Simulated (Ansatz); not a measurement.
C5H12O2S can be A, `CCCCS(C)(=O)=O`, or B, `CC(C)(C)S(C)(=O)=O`.

Calculated with Ansatz (gas phase, PBE0-D4/def2-TZVP geometries, no zero-point term in ΔE). CCSD(T)/CBS is the MP2 limit (def2-TZVPP, def2-QZVPP) plus CCSD(T) − MP2 in def2-TZVPP, frozen cores. DFT in def2-TZVPP. B3LYP here is the variant with VWN-RPA as its local correlation; programs differ in this. Each species was taken in one conformer, which may not be the lowest.

A:

Z-matrix (Å, degrees):
```
C
C 1 1.519
H 1 1.095 2 111.5
H 1 1.092 2 110.8 3 -119.8
H 1 1.092 2 111.5 3 121.2
C 2 1.525 1 114.1 3 -53.7
H 2 1.093 1 109.4 3 -177.0
H 2 1.094 1 109.6 3 66.8
C 6 1.523 2 115.9 1 -57.1
H 6 1.096 2 109.3 1 63.3
H 6 1.093 2 109.7 1 -180.0
S 9 1.784 6 112.2 2 -64.2
H 9 1.092 6 112.7 2 56.1
H 9 1.093 6 110.3 2 177.9
C 12 1.772 9 103.3 6 -166.2
O 12 1.440 9 109.0 6 79.7
O 12 1.439 9 108.1 6 -51.9
H 15 1.090 12 105.5 9 -177.3
H 15 1.089 12 109.8 9 63.9
H 15 1.090 12 109.5 9 -59.0
```

B:

Z-matrix (Å, degrees):
```
C
C 1 1.526
H 1 1.091 2 111.2
H 1 1.091 2 111.2 3 -121.3
H 1 1.093 2 108.6 3 119.4
C 2 1.521 1 110.7 3 178.3
C 2 1.521 1 110.7 3 -57.0
S 2 1.818 1 104.4 3 60.6
H 6 1.093 2 108.9 1 58.6
H 6 1.091 2 111.1 1 -60.7
H 6 1.092 2 112.1 1 177.3
H 7 1.092 2 112.1 1 -177.3
H 7 1.093 2 108.9 1 -58.7
H 7 1.090 2 111.1 1 60.7
C 8 1.773 2 106.3 1 -179.9
O 8 1.440 2 107.9 1 -65.2
O 8 1.440 2 107.9 1 65.3
H 15 1.088 8 110.3 2 -62.0
H 15 1.091 8 104.4 2 -179.9
H 15 1.088 8 110.3 2 62.2
```

Q: Which is lower in electronic energy at CCSD(T)/CBS, and by how much? (An estimate is asked.)

A: The calculation gave: B, by 20.1 kJ/mol.

Q: Give E(B) − E(A) in kJ/mol with CCSD(T)/def2-SVP, ωB97M-V, BLYP-D4, HF/def2-TZVPP, PBE0-D4, B3LYP, CCSD/def2-TZVPP. (Best estimate.)

A: Ansatz gave: CCSD(T)/def2-SVP -25.0, ωB97M-V -18.6, BLYP-D4 -16.7, HF/def2-TZVPP -1.5, PBE0-D4 -15.5, B3LYP -6.5, CCSD/def2-TZVPP -16.9. None reverses the order clearly.

Largest T1 diagnostic: 0.014.

In def2-TZVPP, CCSD(T) changes the Hartree–Fock value by −19.0 kJ/mol (the triples alone add −3.7 kJ/mol) and MP2 by −23.6 kJ/mol. Leaving LDA and LC-ωPBE aside and taking each functional with its dispersion term where it has one, the values, not all of them listed here, spread over 6.4 kJ/mol, from revPBE-D4 to B2PLYP. LDA lies −12.1 kJ/mol from PBE without D4.
